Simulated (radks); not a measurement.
Q: The mean radii <r> (bohr) of the occupied orbitals of an atom or ion are listed with their occupations. Calculated with a radial shooting solver on a logarithmic mesh with Libxc functionals: scalar-relativistic Kohn-Sham, BLYP, spin-polarised, spherical densities, finite nucleus; Fermi nuclear charge, rms radius of each element as measured or else 0.836 A^(1/3) + 0.57 fm.

orbital  occ.      <r>
1s down     1  0.02409
1s up       1  0.02409
2s up       1   0.1031
2s down     1   0.1031
2p up       3  0.09054
2p down     3  0.09053
3s up       1   0.2724
3s down     1   0.2723
3p up       3   0.2705
3p down     3   0.2704
3d up       5   0.2475
3d down     5   0.2474
4s up       1   0.6227
4s down     1   0.6225
4p up       3   0.6595
4p down     3   0.6594
4d up       5   0.7266
4d down     5   0.7264
5p up       3    1.695
5p down     3    1.706
4f up       3    1.050
5d up       2    2.411

Name the element and its charge. Open shells, if any, are filled with parallel spins first.

A: Z = 59, praseodymium, charge +2: Pr2+ in [Kr] 4d10 4f3 5p6 5d2. The 1s radius gives Z: for a bare nucleus <r> = (2 gamma + 1)/(2Z) with gamma = sqrt(1 - (Z/c)^2), 0.02377 bohr for Z = 59, and screening makes it slightly larger (0.02409 here). The occupations add up to 57, and the charge is Z minus that.
